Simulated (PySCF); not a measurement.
Ge⁺ (germanium, charge +1) across methods

[Ar] 3d10 4s2 4p1, 2P determinant. Calculation: PySCF 2.14, in x2c-QZVPPall; scalar relativity by spin-free X2C-1e. The B2PLYP total includes its PT2 part (frozen core); its orbital energies are those of the SCF part.

| method | E (hartree) | mean ε 4s α (eV) | mean ε 4s β (eV) | mean ε 4p α (eV) | Σ⟨r²⟩ (bohr²) | ⟨S²⟩ |
| --- | --- | --- | --- | --- | --- | --- |
| B2PLYP | -2098.074 | -22.647 | -21.213 | -13.747 | 28.22 | 0.754 |
| wB97X | -2098.566 | -24.070 | -23.067 | -14.955 | 27.99 | 0.752 |
| LDA | -2095.221 | -20.422 | -19.702 | -11.712 | 27.98 | 0.751 |
| PBE | -2098.217 | -20.146 | -19.339 | -11.705 | 28.11 | 0.752 |
| PBE0 | -2098.237 | -21.463 | -20.331 | -12.825 | 28.06 | 0.753 |
| UHF | -2096.84465 | -24.574 | -22.269 | -15.583 | 28.46 | 0.760 |
| r2SCAN | -2098.474 | -20.519 | -19.585 | -12.090 | 27.92 | 0.755 |
| r2SCAN0 | -2098.439 | -21.744 | -20.539 | -13.095 | 27.96 | 0.756 |

(1) Estimate the same row for TPSSh.

Answers

(1) E (hartree) = -2098.457; mean ε 4s α (eV) = -20.770; mean ε 4s β (eV) = -19.655; mean ε 4p α (eV) = -12.293; Σ⟨r²⟩ (bohr²) = 28.01; ⟨S²⟩ = 0.753.
